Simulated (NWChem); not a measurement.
System: C2H5FOSi; SMILES O=C[SiH2]CF

Here is an NWChem input.

```
start job
memory heap 200 mb stack 900 mb global 1100 mb
geometry units angstroms noautoz
  O     -0.408662    -2.548249     0.186348
  C     -0.606643    -1.347993     0.191046
  Si     0.853057    -0.080714     0.120143
  C      0.179323     1.590506    -0.508410
  F     -0.917048     1.911137     0.311961
  H     -1.652172    -0.958733     0.253391
  H      1.370830     0.090825     1.502623
  H      1.923376    -0.609638    -0.765553
  H     -0.171240     1.543069    -1.547732
  H      0.913533     2.403383    -0.442214
end
basis spherical
  * library def2-tzvp
end
dft
  xc b3lyp
  iterations 150
  semidirect filesize 400000000
  mulliken
end
task dft energy
```

Coordinates come from a B3LYP/6-31G* (spherical d) optimisation.

Problem. Give the results of this calculation. (B3LYP/def2-TZVP.) Quantities: energy (Ha); highest occupied level (eV); orbital gap (eV); dipole (D).

Solution. energy (Ha): -543.88
highest occupied level (eV): -6.94
orbital gap (eV): 4.88
dipole (D): 2.65
